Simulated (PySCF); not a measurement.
Löwdin shares of the frontier orbitals

Species: C6H12F3N.
Atom-mapped SMILES: `[CH3:1][C:2]([CH3:3])([CH3:4])[NH:5][CH2:6][C:7]([F:8])([F:9])[F:10]` (hydrogens: H11, H12, H13 on C1; H14, H15, H16 on C3; H17, H18, H19 on C4; H20 on N5; H21, H22 on C6)

Structure used (PBE0-D3(BJ)/def2-SVP), in Å, numbered top down from 1:
```xyz
22
C6H12F3N angstrom
C     -1.134   -1.161   -0.867
C     -0.888    0.070    0.006
C     -1.879    0.067    1.167
C     -1.069    1.347   -0.824
N      0.443   -0.024    0.609
C      1.588    0.068   -0.248
C      2.812   -0.460    0.462
F      3.028    0.208    1.605
F      2.709   -1.751    0.765
F      3.901   -0.307   -0.300
H     -0.957   -2.078   -0.285
H     -0.476   -1.182   -1.749
H     -2.170   -1.169   -1.238
H     -2.915    0.103    0.802
H     -1.722    0.943    1.818
H     -1.748   -0.840    1.777
H     -2.091    1.418   -1.227
H     -0.375    1.376   -1.679
H     -0.886    2.242   -0.208
H      0.527    0.637    1.377
H      1.450   -0.561   -1.139
H      1.847    1.085   -0.608
```

Method: TDDFT CAM-B3LYP/def2-SVPD, vertical, gas phase, core orbitals frozen in the response (PySCF 2.14.0, density-fitted response routines).

Frontier orbitals with the atoms that hold most of them (Löwdin shares over 4%, at most four atoms; ? is withheld):

```csv
orbital,ε (eV),atoms
LUMO+2,1.87,"C1 14%, H20 12%, F8 10%, H12 9%"
LUMO+1,1.75,"C3 11%, H21 10%, F10 10%, C6 9%"
LUMO,?,"C4 13%, C3 10%, C1 8%, C6 6%"
HOMO,-8.36,?
HOMO-1,-10.98,?
HOMO-2,-11.20,"C2 18%, C4 18%, C1 17%, C3 10%"
HOMO-3,-11.73,"N5 16%, C2 12%, C6 10%, C3 9%"
```

Which atoms hold the HOMO-1, and with what shares?

C2 (bonded to 3 C and N) 22%; C3 (bonded to C and 3 H) 22%; C1 (bonded to C and 3 H) 16%; C4 (bonded to C and 3 H) 8%.

Which atoms hold the HOMO, and with what shares?

N5 (bonded to 2 C and H) 58%; C6 (bonded to C, N and 2 H) 9%; C2 (bonded to 3 C and N) 7%; C4 (bonded to C and 3 H) 7%. By element: nitrogen 58%, carbon 23% or more.

What is the LUMO energy, and the HOMO–LUMO gap?

ε(LUMO) = 1.03 eV; the gap is 9.40 eV (0.3453 hartree).

The HOMO–LUMO gap is 9.40 eV. Where does the response calculation put the lowest singlet, and from which orbitals?

S1 is at 6.46 eV (f = 0.0059), 2.93 eV below the gap, made of HOMO→LUMO (79%), HOMO→LUMO+2 (12%). Without the coupling terms of the response equations the lowest excitation would equal the gap.

Next come S2 at 7.21 eV (f 0.0037), HOMO→LUMO+1 (42%), HOMO→LUMO+2 (36%), HOMO→LUMO (11%); S3 at 7.58 eV (f 0.048), HOMO→LUMO+2 (37%), HOMO→LUMO+1 (35%), HOMO→LUMO+3 (15%); S4 at 7.78 eV (f 0.0011), HOMO→LUMO+3 (71%), HOMO→LUMO+1 (15%); S5 at 8.31 eV (f 0.0027), HOMO→LUMO+4 (53%), HOMO→LUMO+6 (26%).

One conformer stands for the species.
